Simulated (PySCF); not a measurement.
# Substituent effects on chemical shifts

Parent skeleton `[CH3:1][SiH2:2][CH2:3][CH:4]([SiH3:5])[CH2:6][F:7]`; one hydrogen on atom 5 is replaced by X. Hydrogens on one atom are averaged.

Computational details: structure optimised with GFN2-xTB, NMR shieldings at PBE0/pcSseg-1/GIAO, in PySCF 2.14 (no relativistic terms, one conformer, in vacuum, equivalent nuclei averaged).

Scale: ¹³C (186.93 ppm), ²⁹Si (349.16 ppm), ¹H (31.72 ppm) against TMS; CFCl3 for ¹⁹F (170.95 ppm) (reference shieldings calculated alike).

Known members:
```json
{"X": "ethynyl", "C1": "-7.0", "Si2": "-41.5", "C3": "12.3", "C4": "30.9", "Si5": "-60.7", "C6": "87.3", "F7": "-251.9", "H(C1)": "0.19", "H(Si2)": "4.30"}
{"X": "Cl", "C1": "-7.2", "Si2": "-45.0", "C3": "10.6", "C4": "33.4", "Si5": "-8.5", "C6": "86.9", "F7": "-251.8", "H(C1)": "0.21", "H(Si2)": "4.23"}
{"X": "NH2", "C1": "-6.5", "Si2": "-40.6", "C3": "9.7", "C4": "28.7", "Si5": "-26.6", "C6": "89.4", "F7": "-235.5", "H(C1)": "0.13", "H(Si2)": "4.23"}
{"X": "F", "C1": "-6.0", "Si2": "-40.8", "C3": "17.3", "C4": "32.8", "Si5": "15.9", "C6": "93.7", "F7": "-249.8", "H(C1)": "0.15", "H(Si2)": "4.32"}
```

Four more derivatives gave (δ, ppm):
```json
{"compound": "1", "C1": "-6.6", "Si2": "-41.8", "C3": "10.0", "C4": "26.1", "Si5": "-29.4", "C6": "89.1", "F7": "-229.5", "H(C1)": "0.16", "H(Si2)": "4.33"}
{"compound": "2", "C1": "-7.3", "Si2": "-44.4", "C3": "11.4", "C4": "30.1", "Si5": "-44.8", "C6": "86.5", "F7": "-248.7", "H(C1)": "0.16", "H(Si2)": "4.25"}
{"compound": "3", "C1": "-6.7", "Si2": "-40.2", "C3": "11.4", "C4": "28.7", "Si5": "-60.1", "C6": "89.9", "F7": "-232.5", "H(C1)": "0.20", "H(Si2)": "4.21"}
{"compound": "4", "C1": "-6.9", "Si2": "-42.2", "C3": "11.5", "C4": "28.0", "Si5": "-33.8", "C6": "89.2", "F7": "-253.7", "H(C1)": "0.16", "H(Si2)": "4.26"}
```

Their substituents are CH3, CN, PH2, SH. Which is which?

Answers

1: X = SH (C[SiH2]C[C@@H](CF)[SiH2]S); 2: X = PH2 (C[SiH2]C[C@H](CF)[SiH2]P); 3: X = CN (C[SiH2]C[C@@H](CF)[SiH2]C#N); 4: X = CH3 (C[SiH2]C[C@@H](CF)[SiH2]C).

Unscaled 19F shifts against computed CFCl3 carry errors that often reach 10 to 50 ppm.
